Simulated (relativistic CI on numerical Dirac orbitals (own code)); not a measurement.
# How well does a small relativistic CI reproduce Cs+?

Calculated at this level of theory: Dirac-Coulomb-Breit CI, KLI orbitals optimised for each configuration, model QED (radiative potential, 1s self-energy scaled to tabulated hydrogen-like ionisation energies), valence Slater integrals scaled by 0.85, P86 correlation estimate, and configurations built on the next ion tied to the tabulated ionisation energy (semi-empirical) (own radial code, finite nucleus).

CI space (outside the closed core [Kr] 4d10): 5s2 5p6, 5s2 5p5 6s, 5s2 5p5 5d, 5s2 5p5 6p, 5s2 5p5 6d, 5s2 5p5 7s, 5s2 5p5 5f, 5s2 5p5 6f, 5s2 5p4 5d2, 5s 5p6 5d, 5s2 5p5 4f, 5s2 5p5 7p, 5s2 5p5 7d, 5s2 5p5 5g, 5s2 5p5 7f. Levels of other configurations are missing.

```csv
Configuration,Term (tabulated),J,Measured (cm⁻¹),Computed,Error,Purity (%)
5s2 5p6,1S,0,0.0,0,0,98
5s2 5p5 6s,2[3/2]°,2,107401.6,109283,1882,71
5s2 5p5 5d,2[1/2]°,0,107572.1,108779,1207,97
5s2 5p5 6s,2[3/2]°,1,110954.4,113434,2479,51
5s2 5p5 6s,2[1/2]°,0,122374.8,125349,2974,97
5s2 5p5 6s,2[1/2]°,1,122875.4,126243,3367,39
5s2 5p5 6p,2[5/2],3,129116.7,130115,998,100
```

Measured levels from NIST Handbook of Basic Atomic Spectroscopic Data (Sansonetti and Martin, J. Phys. Chem. Ref. Data 34, 1559 (2005)); pairs were made by configuration, J and term (by order where the table uses no LS term), so strongly mixed levels may be paired wrongly.

Mean error by configuration (cm⁻¹): 5s2 5p5 6s 2676; 5s2 5p5 5d 1207; 5s2 5p5 6p 998. Over the excited levels the mean absolute error is 2151 cm⁻¹ (6 of the 13 excited levels that our extract of the source holds in range could be paired, and the others can miss by more), and the median relative error of those above 1,000 cm⁻¹ is 2 %.
